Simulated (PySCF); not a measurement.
# Nuclear quadrupole coupling in `CC[C@@H](C)P=C=O`

Compound: C5H9OP.
Geometry (GFN2-xTB, Å), atoms numbered from 1 in this order:
```xyz
16
C5H9OP angstrom
C     -0.7766   -1.7470    0.1300
C     -0.9362   -0.2683    0.4522
C      0.1610    0.5986   -0.1626
C     -0.1230    2.0840    0.0271
P      1.8495    0.2258    0.6667
C      2.3800   -0.7644   -0.5259
O      2.8316   -1.4615   -1.3413
H     -1.5923   -2.3203    0.5634
H      0.1604   -2.1274    0.5346
H     -0.7756   -1.9072   -0.9463
H     -1.8970    0.0825    0.0643
H     -0.9452   -0.1274    1.5360
H      0.2477    0.3782   -1.2304
H     -1.0645    2.3468   -0.4529
H     -0.1948    2.3268    1.0859
H      0.6672    2.6897   -0.4122
```

Field gradients from the PBE0/pcSseg-1 density (PySCF, non-relativistic), principal values in atomic units, ordered |Vxx| ≤ |Vyy| ≤ |Vzz|:

```csv
atom,Vxx,Vyy,Vzz
O7,0.1589,0.6099,-0.7688
```

Find the asymmetry η = (Vxx − Vyy)/Vzz and the couplings χ = eQV/h (234.96 MHz × Q in barn × V in au), with Q(17O) = −0.0256 b.

```json
{"atom": "O7", "environment": "oxygen bonded to C", "nucleus": "17O", "η": "0.59", "χzz (MHz)": "4.624", "χxx (MHz)": "-0.956", "χyy (MHz)": "-3.669"}
```

What is Vzz at O7 in SI units (1 au = 9.71736 × 10²¹ V/m²)?

-0.7688 au = -7.471 × 10²¹ V/m².

And the gradient at the other heavy atoms, for which no coupling is worked out here?

| atom | environment | Vzz (au) | η |
| --- | --- | --- | --- |
| C1 | methyl carbon | 0.062 | 0.33 |
| C2 | chain CH2 carbon | 0.068 | 0.68 |
| C3 | sp3 carbon bound to phosphorus | 0.229 | 0.13 |
| C4 | methyl carbon | 0.089 | 0.18 |
| P5 | phosphorus bonded to 2 C | 1.088 | 0.58 |
| C6 | central carbon of cumulated double bonds | -0.543 | 0.73 |

What couplings would deuterons (Q(2H) = 0.00286 b) have in place of the hydrogens, at this geometry?

```csv
atom,bonded to,bond length (Å),Vzz (au),η,χzz (kHz)
H8,C1,1.087,0.3172,0.02,213
H9,C1,1.089,0.3078,0.01,207
H10,C1,1.088,0.3140,0.02,211
H11,C2,1.094,0.3008,0.03,202
H12,C2,1.093,0.3008,0.03,202
H13,C3,1.094,0.2978,0.02,200
H14,C4,1.089,0.3124,0.03,210
H15,C4,1.089,0.3111,0.03,209
H16,C4,1.088,0.3115,0.02,209
```

The structure is a single GFN2-xTB conformer in the gas phase; no vibrational or solvent corrections. GFN2-xTB bond lengths can be off by several hundredths of an ångström, more for odd bonds, and the gradients follow them. With so small a basis the couplings can be 20 % off.

These values come from a run that also computed NMR shieldings. Cost: about 70 s of CPU time on one thread; the machine was shared, so the figure is rough.
